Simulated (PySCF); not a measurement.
B(F)(OMe)(SMe) (C₂H₆BFOS), SMILES COB(F)SC. Geometry optimised at PBE-D3(BJ)/def2-SVP. One conformer was computed; it need not be the lowest.

Computed equilibrium geometry at PBE-D3(BJ)/def2-SVP (PySCF confirms it by a frequency run) as Cartesian coordinates in Å (one conformer of several):
```xyz
12

B      0.0769     0.5467     0.1457
F      0.3463     1.8007     0.5611
O     -0.9077     0.2936    -0.7560
C     -1.7142     1.3221    -1.3183
H     -1.4287     2.3267    -0.9454
H     -1.6098     1.3029    -2.4226
H     -2.7774     1.1312    -1.0648
S      1.0769    -0.8045     0.8324
C      0.3384    -2.2455    -0.0234
H     -0.7338    -2.3458     0.2277
H      0.8849    -3.1403     0.3276
H      0.4492    -2.1518    -1.1196
```
